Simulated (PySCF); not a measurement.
CH₄BFNP.
SMILES: `C(#N)[BH2-][PH2+]F`

Torsions of this conformer, `[N:1]#[C:2][BH2-:3][PH2+:4][F:5]`: C2–B3–P4–F5 -179°.

The closed-shell ground state was solved at several levels (PySCF, density fitting, gas phase, non-relativistic). One conformer (not necessarily the lowest) at the PBE0-D3(BJ)/def2-SVP geometry, without solvent, vibrations or thermal averaging.

```
        level  basis functions  HOMO (eV)  LUMO (eV)  gap (eV)  dipole (D)
 KT3/pcSseg-2              243      -7.64      -2.80      4.84        4.47
PBE0/pcSseg-1              112      -8.88      -1.63      7.25        4.64
```

Question: Estimate the row for PBE0/def2-SVPD, a basis of 139 functions; the other rows only guide the guess.

Answer: HOMO -8.92 eV, LUMO -1.76 eV, gap 7.16 eV, dipole 4.54 D.

Question: Over all these levels, which gives the widest orbital gap and which the narrowest?

Answer: PBE0/pcSseg-1 (global hybrid, 25 % exact exchange) has the widest, 7.25 eV, and KT3/pcSseg-2 (GGA) the narrowest, 4.84 eV. Functional and basis both differ between the two, so the spread mixes both effects.

Question: How far do the dipole and the HOMO energy spread over the levels?

Answer: The dipole runs from 4.47 to 4.64 D (mean 4.55 D) and the HOMO from -8.92 to -7.64 eV.
